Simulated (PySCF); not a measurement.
A geometry optimisation on `C[SiH2][O][SnH2][PH2]`.

Computed with PBE0-D3(BJ)/def2-SVP geometry optimisation, gas phase, def2 core potentials past Kr (PySCF 2.14.0). Start geometry: GFN2-xTB. A driver script takes a list of jobs; this job's settings line and coordinates (Å) are shown.

Input:
```
{"job": {"xc": "PBE0", "basis": "def2-SVP", "d3": "d3bj", "grid": 1, "maxiter": 30, "shake": 0.01, "kind": "geom"}, "charge": 0, "multiplicity": 1}
C     -2.692090    -0.443530     0.114210
Si    -1.050070    -0.472990    -0.767690
O     -0.109660     0.567540    -0.015820
Sn     1.778250     1.320080     0.074700
P      2.999240    -0.692040     0.793870
H     -3.130620     0.589440     0.102890
H     -3.408400    -1.077490    -0.385910
H     -2.610650    -0.730140     1.138770
H     -1.153770    -0.095080    -2.159510
H     -0.446020    -1.811850    -0.678930
H      1.856700     2.138030    -1.422650
H      1.447310     2.535590     1.229830
H      2.390940    -1.434160    -0.220380
H      4.121690    -0.408490     0.049490
```

Output:
```
step   0  E = -963.25845274  max force = 0.040443
step   1  E = -963.27232729  max force = 0.007294
step   2  E = -963.27300584  max force = 0.005324
step   3  E = -963.27329925  max force = 0.002287
step   4  E = -963.27339093  max force = 0.001708
step   5  E = -963.27344277  max force = 0.000979
step   6  E = -963.27348649  max force = 0.001020
step   7  E = -963.27353303  max force = 0.000955
step   8  E = -963.27356291  max force = 0.000982
step   9  E = -963.27358820  max force = 0.000682
... (5 lines left out)
step  15  E = -963.27389437  max force = 0.000673
step  16  E = -963.27392244  max force = 0.001142
step  17  E = -963.27392002  max force = 0.000828
step  18  E = -963.27394223  max force = 0.000405
step  19  E = -963.27391330  max force = 0.000364
step  20  E = -963.27390725  max force = 0.000382
step  21  E = -963.27391844  max force = 0.000388
step  22  E = -963.27392715  max force = 0.000449
step  23  E = -963.27393403  max force = 0.000466
step  24  E = -963.27394292  max force = 0.000429
optimisation converged
```

Energies in Eh; «max force» is the largest Cartesian gradient component in Eh/bohr.

Task: Give the first gradient maximum in eV/Å.

Result: With 1 Eh/bohr = 51.422 eV/Å, 2.080 eV/Å.

In short: final energy -963.27394 Eh after 24 steps; dipole 1.76 D.

Task: Give the final coordinates.

Result: 0.410 Å rms from the input after alignment:
```
atom  x, y, z in Å
C1    -2.5642   -0.9554    0.4396
Si2   -1.1224   -0.5536   -0.6776
O3    -0.4604    0.9008   -0.2438
Sn4    1.4051    1.5795   -0.1526
P5     2.8464   -0.4262    0.3304
H6    -3.3316   -0.1683    0.3791
H7    -3.0288   -1.9122    0.1533
H8    -2.2334   -1.0306    1.4870
H9    -1.5812   -0.5112   -2.1044
H10   -0.0830   -1.6380   -0.5771
H11    1.7103    2.3480   -1.6564
H12    1.3995    2.6818    1.1569
H13    3.0161   -0.7205   -1.0580
H14    4.0212    0.3925    0.3754
```

Task: Estimate the wall time. Hardware: one thread, Intel Xeon at 2.60 GHz (x86_64), shared host with 128 logical CPUs at a one-minute load of 16. And the peak memory of the process?

Result: About 3.5 min, with 0.53 GiB resident at the peak, the Python interpreter and its libraries included.
Labels such as C1 count atoms from 1, the log's own numbers from 0.
